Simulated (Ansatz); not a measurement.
`P[PH][GaH2]` + H₂ → `PP` + `[GaH3]`  (hydrogenolysis of a P–Ga bond)

Computed with Ansatz on PBE0-D4/def2-TZVP structures; ΔE is electronic, products minus reactants. CCSD(T)/CBS is the MP2 limit (def2-TZVPP, def2-QZVPP) plus CCSD(T) − MP2 in def2-TZVPP, frozen cores. This one scheme is used for every species. Functionals use def2-TZVPP. For Ga outer-core shells are correlated without core-valence functions, which leaves a few kJ/mol of doubt a bond. Scalar relativity is left out up to krypton. Each species was taken in one conformer, which may not be the lowest.

`P[PH][GaH2]`:

Cartesian coordinates in Å:
```
P 0.998 0.357 0.589
P -0.996 -0.568 0.998
Ga -0.504 -0.517 -1.309
H 0.971 1.518 1.390
H 1.842 -0.444 1.387
H -1.619 0.710 0.943
H 0.305 -1.748 -1.834
H -0.998 0.692 -2.164
```

H₂:

```xyz
2

H    -0.117   -0.185    0.302
H     0.117    0.185   -0.302
```

`PP`:

```xyz
6

P    -0.537    0.864    0.452
P     0.538   -0.866   -0.449
H    -1.703    0.664   -0.336
H    -1.068    0.093    1.522
H     1.709   -0.661    0.333
H     1.061   -0.095   -1.523
```

`[GaH3]`:

```xyz
4

Ga    0.001    0.000    0.000
H    -0.108    0.595    1.447
H    -0.821    0.639   -1.174
H     0.928   -1.234   -0.273
```

(1) Is it downhill or uphill in electronic energy at CCSD(T)/CBS, and by how much? (Estimate.)

(2) What do these levels give: PBE-QIDH, PBE, revPBE, r2SCANh, LC-ωPBE, CCSD/def2-TZVPP? (Estimate.)

Largest T1 diagnostic among the species: 0.014.

Answers

(1) The calculation gave: Uphill: ΔE = +0.42 eV.

(2) Ansatz gave: PBE-QIDH 0.39, PBE 0.39, revPBE 0.32, r2SCANh 0.42, LC-ωPBE 0.26, CCSD/def2-TZVPP 0.24 eV.

From BLYP to BHLYP (50 % exact exchange), in def2-TZVPP and without D4, ΔE moves by −0.07 eV. The D4 term adds +0.15 eV with B3LYP and +0.08 eV with PBE0; it sums over pairs of atoms, weighted by their polarisabilities, and B3LYP, whose exchange is more repulsive, gets the larger term. In def2-TZVPP, CCSD(T) changes the Hartree–Fock value by +0.49 eV (the triples alone add +0.10 eV) and MP2 by +0.61 eV.

B3LYP here is the variant with VWN-RPA as its local correlation; programs differ in this.
